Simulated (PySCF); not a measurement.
SMILES COC(=O)[SiH2]C=O (C₃H₆O₃Si), GFN2-xTB optimised geometry.

```
13

C      1.53    -1.51     0.03
O      0.87    -0.24     0.00
C     -0.47    -0.24     0.00
O     -1.15    -1.24     0.02
Si    -1.10     1.58     0.00
C     -0.13     2.42    -1.43
O     -0.64     2.99    -2.36
H      1.00    -2.19     0.69
H      2.54    -1.32     0.39
H      1.56    -1.93    -0.98
H     -2.54     1.62    -0.20
H     -0.62     2.19     1.24
H      0.98     2.35    -1.39
```

Density from B3LYP/def2-TZVP (PySCF) at that geometry.

Minimum of the electron density along straight lines between bonded atoms, close to the bond critical point (lines longer than 1.1 times the sum of covalent radii, or with two minima, are not listed):

```csv
bond,length / Å,ρ at the minimum / e bohr⁻³,∇²ρ there / e bohr⁻⁵,position (fraction from the first atom)
C1–O2,1.426,0.247,-0.48,0.35
O2–C3,1.337,0.311,-0.61,0.66
C3–O4,1.204,0.431,-0.18,0.34
C3–Si5,1.922,0.115,0.15,0.62
Si5–C6,1.922,0.117,0.13,0.39
C6–O7,1.203,0.425,0.01,0.34
C1–H8,1.091,0.288,-1.03,0.65
C1–H9,1.087,0.290,-1.04,0.65
C1–H10,1.092,0.286,-1.02,0.65
Si5–H11,1.456,0.129,0.16,0.50
Si5–H12,1.464,0.126,0.18,0.49
C6–H13,1.113,0.276,-0.96,0.65
```
